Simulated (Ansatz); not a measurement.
`[BH2][SnH2][NH2]` + HBr → `[NH2][SnH2][Br]` + BH₃ at 298.15 K and 1 bar (cleavage of the Sn–B bond).

Program: Ansatz. Geometries: PBE0-D4/def2-TZVP. ΔE: electronic, gas phase. CBS: MP2 limit from def2 TZ/QZ plus the TZ coupled-cluster correction, frozen cores. This one scheme is used for every species. def2 core potentials past Kr. For Br, Sn outer-core shells are correlated without core-valence functions, which leaves a few kJ/mol of doubt a bond. Scalar relativity is left out up to krypton. Each species was taken in one conformer, which may not be the lowest.

| species | CCSD(T)/CBS energy (Eh) | H − E (kJ/mol) | S (J/(mol·K)) |
| --- | --- | --- | --- |
| `[BH2][SnH2][NH2]` | -297.08243 | 172.6 | 334.6 |
| HBr | -2573.91920 | 24.6 | 198.6 |
| `[NH2][SnH2][Br]` | -2844.49555 | 122.0 | 342.4 |
| BH₃ | -26.55200 | 78.7 | 188.3 |

H − E and S are ideal-gas, rigid-rotor, harmonic terms from PBE0-D4/def2-TZVP, for one conformer and one mirror image of each species. 1 Eh = 2625.50 kJ/mol, R = 8.31446 J/(mol·K).

Q: By hand: ΔE, ΔH, ΔS and ΔG.

A: ΔE = (-2844.49555) + (-26.55200) − (-297.08243) − (-2573.91920) = -0.04592 Eh = -120.6 kJ/mol. Δ(H − E) = 122.0 + 78.7 − 172.6 − 24.6 = 3.5, so ΔH = -117.1 kJ/mol. ΔS = 342.4 + 188.3 − 334.6 − 198.6 = -2.5 J/(mol·K). ΔG = -117.1 − 298.15 × (-2.5)/1000 = -116.4 kJ/mol.

Q: By hand: the equilibrium constant, and the temperature at which ΔG would vanish if ΔH and ΔS stayed fixed.

A: log₁₀ K = −ΔG/(RT ln 10) = 20.4. ΔG = 0 at ΔH/ΔS = 46840 K, far beyond where these terms or the molecules hold.

The number of gas molecules stays the same, so ΔS is small and ΔH decides. A doubt of 5 kJ/mol in ΔE shifts log₁₀ K by 0.9 here. Other conformers and mirror images would add mixing entropy, several J/(mol·K) or more a flexible species. These are equilibria of isolated gas molecules and say nothing of rates. Largest T1 diagnostic: 0.013 (customary marks: 0.02 for closed shells, 0.045 for open ones).
